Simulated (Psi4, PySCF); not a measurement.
Input for PySCF:
```python
from pyscf import gto, scf, dft

mol = gto.Mole()
mol.atom = '''
    N    -0.00000000   -0.00000000   -0.54911021
    N     0.00000000    0.00000000    0.54911021
'''
mol.basis = '6-31g**'
mol.verbose = 4
mol.build()

mf = dft.RKS(mol)
mf.xc = 'wb97x_v'
mf.grids.atom_grid = (99, 590)
mf.grids.prune = None
mf.kernel()
```

**Question.** Give the equivalent Psi4 input.

**Answer.** Several could match; the one computed here: 
```
memory 2 GB

molecule {
0 1
  N    -0.00000000   -0.00000000   -0.54911021
  N     0.00000000    0.00000000    0.54911021
}

set basis 6-31g**
set scf_type pk
set puream true
set d_convergence 1e-8
set dft_radial_points 99
set dft_spherical_points 590

energy('wb97x-v')
print_variables()
```

Both were run: PySCF gave -109.490899 Eh and Psi4 -109.490899 Eh, 0.000 mEh apart.
